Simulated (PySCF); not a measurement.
**Dipole response of Cd⁺ (cadmium, charge +1)**

[Kr] 4d9 5s2, 2D determinant (an excited configuration). Calculation: PySCF 2.14, in def2-QZVPPD with the def2 core potential (28 electrons); scalar relativity through the core potential. Coupled (time-dependent) response in atomic units; α is the mean over directions.

| method | mean α (bohr³) | α xx, yy, zz | C₆ (like pair) | S(−4) |
| --- | --- | --- | --- | --- |
| UHF | 31.84 | 32.23, 32.23, 31.05 | 236.0 | 452.4 |
| PBE | 25.26 | 25.52, 25.52, 24.73 | 180.6 | 259.6 |
| PBE0 | 26.65 | 26.96, 26.96, 26.02 | 191.7 | 296.1 |
| M06 | 23.98 | 24.11, 24.11, 23.74 | 163.7 | 248.0 |

S(−4) is the Cauchy moment in α(ω) = α(0) + S(−4) ω² + …

Spin-orbit coupling is absent.

α(iu) at PBE:

| u (hartree) | α(iu) (bohr³) |
| --- | --- |
| 0 | 25.26 |
| 0.0500 | 24.63 |
| 0.100 | 22.95 |
| 0.200 | 18.32 |
| 0.300 | 14.16 |
| 0.500 | 9.054 |
| 0.750 | 6.030 |
| 1.00 | 4.464 |
| 1.50 | 2.859 |
| 2.00 | 2.028 |
| 3.00 | 1.179 |
| 5.00 | 0.5335 |

A single London oscillator, α(iu) = α/(1 + u²/ω²), gives C₆ = (3/4) ω α². Matching the computed C₆ needs ω = 4 × 180.6 / (3 × 25.26²) = 0.377 hartree.

For an ion, C₆ is the dispersion term alone; charge-induced terms of lower order in 1/R come first.

The components differ because the open shell of this determinant is not spherical; for a pure term their mean is the scalar polarisability.

Energies and moments cover only the electrons outside the core potential.
